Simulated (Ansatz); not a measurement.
`[CH3][GeH]([CH3])[SH]`, relaxed with RKS PBE0-D4/def2-TZVP in Ansatz from a PBE-D4/def2-SVP geometry. The force threshold is 0.005 eV/Å; the program also tests the step.

Charge 0, multiplicity 1.

Start:

```xyz
12

C    -1.149    0.898   -1.079
Ge   -0.045    0.329    0.441
C     1.464   -0.789   -0.143
S    -1.440   -0.877    1.750
H    -2.005    1.508   -0.732
H    -0.542    1.505   -1.780
H    -1.536    0.012   -1.619
H     0.477    1.561    1.239
H     2.133   -0.207   -0.809
H     2.052   -1.140    0.727
H     1.085   -1.672   -0.694
H    -0.495   -1.128    2.699
```

Task: How much energy does the relaxation release, and in how many steps? (Estimate.)

Result: Computed: 1.01 kcal/mol, in 6 steps.

Task: Which bonds change most? (An estimate is asked.)

Result: Computed: Ge2–S4 from 2.262 to 2.237 Å; S4–H12 from 1.363 to 1.343 Å; C3–H10 from 1.107 to 1.091 Å; C3–H9 from 1.109 to 1.092 Å.

Task: Give the relaxed structure. (Best estimate.)

Result: The calculation gave: 
```xyz
12

C    -1.144    0.893   -1.072
Ge   -0.042    0.321    0.428
C     1.459   -0.785   -0.145
S    -1.416   -0.874    1.727
H    -1.984    1.494   -0.721
H    -0.550    1.492   -1.765
H    -1.532    0.023   -1.605
H     0.469    1.534    1.236
H     2.122   -0.213   -0.796
H     2.030   -1.129    0.718
H     1.089   -1.656   -0.688
H    -0.502   -1.099    2.684
```
